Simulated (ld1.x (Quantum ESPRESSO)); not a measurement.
**Scattering properties, TM potential for N (Z = 7)**

```
Element                 : N
Generator               : ld1.x (Quantum ESPRESSO) 7.5
Type                    : norm-conserving Troullier–Martins (Kleinman–Bylander form)
Functional              : PBE
Relativity              : scalar-relativistic
Frozen core             : [He]
Valence charge          : 5
Reference configuration : 2s2 2p3
Partial waves           : 2p (bound): rc 1.35 bohr; 3d channel at -0.1 Ry: rc 1.10 bohr; 2s (bound): rc 1.05 bohr
Local potential         : the s channel
Core correction         : none
```

The phase is arctan(r·u′/u) with u = r·R(r), unwrapped; energies in Ry, scanned from -3 to 5 Ry. A pole is an energy at which the radial function vanishes at the test radius. The pseudo phase is shifted by a multiple of π to meet the all-electron one at the reference energy, and phase errors are pseudo minus all-electron; the curves can meet again beyond the range given. Levels narrower than the energy grid can be missing from the lists of poles.

Question: For each channel, where are the poles, and over which energies does the pseudopotential scatter like the atom?

Answer:

| channel | radius (bohr) | reference energy (Ry) | poles, all-electron | poles, pseudo | unbroken range about the reference energy with phases within 0.05 rad | phase error 1 Ry above the reference energy (rad) |
| --- | --- | --- | --- | --- | --- | --- |
| s | 1.51 | -1.37 | 1.18 | 1.16 | the whole range | -0.001 |
| p | 1.51 | -0.52 | 1.55 | 1.57 | the whole range | +0.001 |
| d | 1.51 | -0.10 | none | none | the whole range | +0.000 |

Phases in the d channel:

| E (Ry) | all-electron | pseudo |
| --- | --- | --- |
| -3.00 | 1.269 | 1.269 |
| -2.52 | 1.254 | 1.254 |
| -2.04 | 1.237 | 1.237 |
| -1.56 | 1.217 | 1.217 |
| -1.08 | 1.194 | 1.194 |
| -0.60 | 1.167 | 1.167 |
| -0.12 | 1.133 | 1.133 |
| 0.36 | 1.092 | 1.092 |
| 0.84 | 1.039 | 1.039 |
| 1.32 | 0.969 | 0.969 |
| 1.80 | 0.875 | 0.875 |
| 2.28 | 0.742 | 0.742 |
| 2.76 | 0.549 | 0.549 |
| 3.24 | 0.269 | 0.268 |
| 3.72 | -0.098 | -0.099 |
| 4.20 | -0.478 | -0.479 |
| 4.68 | -0.784 | -0.785 |
